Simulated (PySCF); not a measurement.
Two-component Hartree-Fock for Co⁺ (cobalt, charge +1)

Start: [Ar] 3d7 4s1; 3d3/2 filled at m_j = +1/2, +3/2; 3d5/2 filled at m_j = -3/2, -1/2, +1/2, +3/2, +5/2; 4s1/2 filled at m_j = +1/2. Calculated with PySCF 2.14 in x2c-TZVPall-2c (6s7p4d1f, 54 functions): generalised Hartree-Fock with the X2C-1e Hamiltonian and a Gaussian nucleus; one run each with spin-orbit coupling (SO) switched off, then screened by Boettger's factors. This is a chosen level, not necessarily the ground level.

```json
{"spinor shell": "1s1/2", "electrons": "2", "ε, spin-free (eV)": "-7785.2", "ε, screened SO (eV)": "-7785.0", "weight of nominal j (screened SO)": "1.000", "rms radius, screened SO (bohr)": "0.0649"}
{"spinor shell": "2s1/2", "electrons": "2", "ε, spin-free (eV)": "-973.61", "ε, screened SO (eV)": "-973.56", "weight of nominal j (screened SO)": "1.000", "rms radius, screened SO (bohr)": "0.276"}
{"spinor shell": "2p1/2", "electrons": "2", "ε, spin-free (eV)": "-831.23", "ε, screened SO (eV)": "-841.83", "weight of nominal j (screened SO)": "0.995", "rms radius, screened SO (bohr)": "0.247"}
{"spinor shell": "2p3/2", "electrons": "4", "ε, spin-free (eV)": "-831.23", "ε, screened SO (eV)": "-826.00", "weight of nominal j (screened SO)": "0.998", "rms radius, screened SO (bohr)": "0.249"}
{"spinor shell": "3s1/2", "electrons": "2", "ε, spin-free (eV)": "-134.26", "ε, screened SO (eV)": "-134.24", "weight of nominal j (screened SO)": "1.000", "rms radius, screened SO (bohr)": "0.831"}
{"spinor shell": "3p1/2", "electrons": "2", "ε, spin-free (eV)": "-90.917", "ε, screened SO (eV)": "-93.251", "weight of nominal j (screened SO)": "0.636", "rms radius, screened SO (bohr)": "0.887"}
{"spinor shell": "3d5/2", "electrons": "5", "ε, spin-free (eV)": "-26.626", "ε, screened SO (eV)": "-27.731", "weight of nominal j (screened SO)": "0.581", "rms radius, screened SO (bohr)": "1.14"}
{"spinor shell": "3d3/2", "electrons": "2", "ε, spin-free (eV)": "-26.626", "ε, screened SO (eV)": "-23.872", "weight of nominal j (screened SO)": "0.677", "rms radius, screened SO (bohr)": "1.18"}
{"spinor shell": "4s1/2", "electrons": "1", "ε, spin-free (eV)": "-15.823", "ε, screened SO (eV)": "-15.822", "weight of nominal j (screened SO)": "1.000", "rms radius, screened SO (bohr)": "2.91"}
```

(1) Where does 3p3/2 lie, and what is the 3p spin-orbit splitting (screened SO)?

```json
{"quantity": "E (hartree)", "spin-free": "-1391.60139", "screened SO": "-1391.63068"}
{"quantity": "M_J", "spin-free": "5", "screened SO": "5"}
{"quantity": "⟨J²⟩", "spin-free": "30.005", "screened SO": "30.005"}
{"quantity": "⟨L²⟩", "spin-free": "12.003", "screened SO": "12.018"}
{"quantity": "⟨S²⟩", "spin-free": "6.002", "screened SO": "5.996"}
```

Each row is a mean over spinors that exchange with the open shell spreads, by up to 14.097 eV (3p3/2).

Rows whose weight is well below 1 are mixtures of j = l ± 1/2: exchange outweighs spin-orbit coupling there, and the label is only the starting occupation.

Without spin-orbit coupling the j labels of p, d and f shells carry no meaning; the spin-free column gives the mean over the occupied spinors of each nl shell.

## Answers

(1) At -89.746 eV, 3.505 eV above 3p1/2.
